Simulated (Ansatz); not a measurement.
The cluster Li6H5. Charge 0, multiplicity 2. Geometry r2SCAN-D4/def2-TZVP.

```xyz
11

Li    3.2551    0.1794    1.3800
Li    1.0581    0.2728   -0.9865
Li    0.6615   -0.2690    2.2076
Li   -1.4657    1.0819    0.0521
Li   -1.1870   -1.3493   -0.3217
Li   -1.1887    0.2056   -2.2448
H    -0.6497   -0.2421    1.0617
H    -2.3990   -0.1328   -0.9419
H    -0.3241    1.4913   -1.2828
H    -0.0275   -1.0809   -1.6782
H     2.2671   -0.1569    2.7546
```

Another isomer (doublet) lies 0.63 eV lower at PBE0-D4/def2-TZVP; other spin states weren't run for this one.

**Question.** Estimate the α-spin orbital energies around the gap (eV) in Ansatz with PBE-D4/def2-TZVP, r2SCAN-D4/def2-TZVP, PBE0-D4/def2-TZVP, CAM-B3LYP-D4/def2-TZVP.

**Answer.** 
```json
{"orbital": "HOMO−9", "PBE-D4/def2-TZVP": "-49.66", "r2SCAN-D4/def2-TZVP": "-51.23", "PBE0-D4/def2-TZVP": "-53.74", "CAM-B3LYP-D4/def2-TZVP": "-55.35"}
{"orbital": "HOMO−8", "PBE-D4/def2-TZVP": "-49.63", "r2SCAN-D4/def2-TZVP": "-51.20", "PBE0-D4/def2-TZVP": "-53.71", "CAM-B3LYP-D4/def2-TZVP": "-55.32"}
{"orbital": "HOMO−7", "PBE-D4/def2-TZVP": "-49.49", "r2SCAN-D4/def2-TZVP": "-51.05", "PBE0-D4/def2-TZVP": "-53.57", "CAM-B3LYP-D4/def2-TZVP": "-55.18"}
{"orbital": "HOMO−6", "PBE-D4/def2-TZVP": "-49.48", "r2SCAN-D4/def2-TZVP": "-51.01", "PBE0-D4/def2-TZVP": "-53.55", "CAM-B3LYP-D4/def2-TZVP": "-55.15"}
{"orbital": "HOMO−5", "PBE-D4/def2-TZVP": "-7.57", "r2SCAN-D4/def2-TZVP": "-7.85", "PBE0-D4/def2-TZVP": "-8.99", "CAM-B3LYP-D4/def2-TZVP": "-10.56"}
{"orbital": "HOMO−4", "PBE-D4/def2-TZVP": "-6.30", "r2SCAN-D4/def2-TZVP": "-6.54", "PBE0-D4/def2-TZVP": "-7.52", "CAM-B3LYP-D4/def2-TZVP": "-8.97"}
{"orbital": "HOMO−3", "PBE-D4/def2-TZVP": "-5.83", "r2SCAN-D4/def2-TZVP": "-6.08", "PBE0-D4/def2-TZVP": "-7.07", "CAM-B3LYP-D4/def2-TZVP": "-8.53"}
{"orbital": "HOMO−2", "PBE-D4/def2-TZVP": "-5.51", "r2SCAN-D4/def2-TZVP": "-5.71", "PBE0-D4/def2-TZVP": "-6.67", "CAM-B3LYP-D4/def2-TZVP": "-8.07"}
{"orbital": "HOMO−1", "PBE-D4/def2-TZVP": "-5.40", "r2SCAN-D4/def2-TZVP": "-5.61", "PBE0-D4/def2-TZVP": "-6.54", "CAM-B3LYP-D4/def2-TZVP": "-7.94"}
{"orbital": "HOMO", "PBE-D4/def2-TZVP": "-2.64", "r2SCAN-D4/def2-TZVP": "-2.72", "PBE0-D4/def2-TZVP": "-3.30", "CAM-B3LYP-D4/def2-TZVP": "-4.17"}
{"orbital": "LUMO", "PBE-D4/def2-TZVP": "-1.23", "r2SCAN-D4/def2-TZVP": "-0.90", "PBE0-D4/def2-TZVP": "-0.67", "CAM-B3LYP-D4/def2-TZVP": "0.06"}
{"orbital": "LUMO+1", "PBE-D4/def2-TZVP": "-1.14", "r2SCAN-D4/def2-TZVP": "-0.74", "PBE0-D4/def2-TZVP": "-0.58", "CAM-B3LYP-D4/def2-TZVP": "0.07"}
{"orbital": "LUMO+2", "PBE-D4/def2-TZVP": "-0.91", "r2SCAN-D4/def2-TZVP": "-0.42", "PBE0-D4/def2-TZVP": "-0.36", "CAM-B3LYP-D4/def2-TZVP": "0.41"}
{"orbital": "LUMO+3", "PBE-D4/def2-TZVP": "-0.56", "r2SCAN-D4/def2-TZVP": "0.05", "PBE0-D4/def2-TZVP": "-0.05", "CAM-B3LYP-D4/def2-TZVP": "0.46"}
{"orbital": "LUMO+4", "PBE-D4/def2-TZVP": "-0.43", "r2SCAN-D4/def2-TZVP": "0.15", "PBE0-D4/def2-TZVP": "0.12", "CAM-B3LYP-D4/def2-TZVP": "0.80"}
{"orbital": "LUMO+5", "PBE-D4/def2-TZVP": "-0.24", "r2SCAN-D4/def2-TZVP": "0.32", "PBE0-D4/def2-TZVP": "0.31", "CAM-B3LYP-D4/def2-TZVP": "0.94"}
{"orbital": "β HOMO", "PBE-D4/def2-TZVP": "-5.39", "r2SCAN-D4/def2-TZVP": "-5.59", "PBE0-D4/def2-TZVP": "-6.53", "CAM-B3LYP-D4/def2-TZVP": "-7.92"}
{"orbital": "β LUMO", "PBE-D4/def2-TZVP": "-1.34", "r2SCAN-D4/def2-TZVP": "-0.97", "PBE0-D4/def2-TZVP": "-0.74", "CAM-B3LYP-D4/def2-TZVP": "-0.21"}
```
